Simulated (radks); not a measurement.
Q: Species: the germanium ion Ge9+. Configuration: [Ar] 3d5. Calculated with a radial shooting solver on a logarithmic mesh with Libxc functionals: scalar-relativistic Kohn-Sham, PBEsol, spin-polarised, spherical densities, finite nucleus; open shells are filled with parallel spins first; Fermi nuclear charge, rms radius 4.0742 fm. Some entries of the table are withheld. Estimate them.

orbital,occ.,eigenvalue (eV),<r^2> (bohr^2)
1s up,1,-11175.57,0.002977
1s down,1,-11175.53,0.002977
2s up,1,-1600.265,0.05207
2s down,1,-1594.430,0.05183
2p up,3,-1427.049,0.04140
2p down,3,-1422.661,0.04114
3s up,1,-375.7434,0.3988
3s down,1,-366.6874,0.4037
3p up,3,-321.7310,0.4127
3p down,3,-312.6839,0.4196
3d up,5,-234.3460,(1)
3d down,0,-224.6319,(2)

A: 
(1) 3d up <r^2> (bohr^2): 0.4080
(2) 3d down <r^2> (bohr^2): 0.4225
